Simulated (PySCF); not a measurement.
Si(H)(OH)2(SMe) (CH6O2SSi), SMILES CS[SiH](O)O. Atoms are numbered in the order given.

```xyz
11

Si     0.5913     0.0347     0.6054
O      1.8625     1.0486     0.2716
O      0.9512    -1.5778     0.3932
S     -0.9048     0.6750    -0.7789
C     -2.1618    -0.6288    -0.4380
H      0.1801     0.1041     2.0284
H      2.5620     1.1009     0.9337
H      1.1876    -1.8331    -0.5083
H     -2.9051    -0.5725    -1.2442
H     -2.6634    -0.4529     0.5242
H     -1.7012    -1.6257    -0.4367
```
Charge 0, spin multiplicity 1.

Geometry optimised at B3LYP-D3(BJ)/def2-SVP. This is a generated structure with no PubChem entry under its InChIKey; it may be hypothetical. Other conformers were not sampled.

Two levels are set side by side: PBE/pcSseg-1 (PySCF) and PBE0/pcSseg-1 (PySCF). GIAO shifts against H2O (¹⁷O), H2S (³³S), TMS (²⁹Si), TMS (¹H), TMS (¹³C) at the same level; non-relativistic, no solvent, atoms listed together averaged. Differences are taken from unrounded values.

```json
[
 {"quantity": "δ(²⁹Si) of Si1 (ppm)", "PBE": "-7.7"},
 {"quantity": "δ(³³S) of S4 (ppm)", "PBE": "95.2"},
 {"quantity": "δ(¹³C) of C5 (ppm)", "PBE": "16.2"},
 {"quantity": "δ(¹H) of H6 (ppm)", "PBE": "5.65"},
 {"quantity": "δ(¹H) of H9, H10, H11 (ppm)", "PBE": "2.24"}
]
```

**Question.** These are the PBE values. What does PBE0 give? (The exact figures need the calculation; the answer reports its results.)

**Answer.** 
```tsv
quantity	PBE0	PBE minus PBE0
δ(²⁹Si) of Si1 (ppm)	-8.0	0.3
δ(³³S) of S4 (ppm)	70.9	24.3
δ(¹³C) of C5 (ppm)	14.9	1.2
δ(¹H) of H6 (ppm)	5.36	0.29
δ(¹H) of H9, H10, H11 (ppm)	2.22	0.02
```

Rough cost on one machine, each run with all the roots and properties that it gave: PBE0 against PBE within a factor of 2.
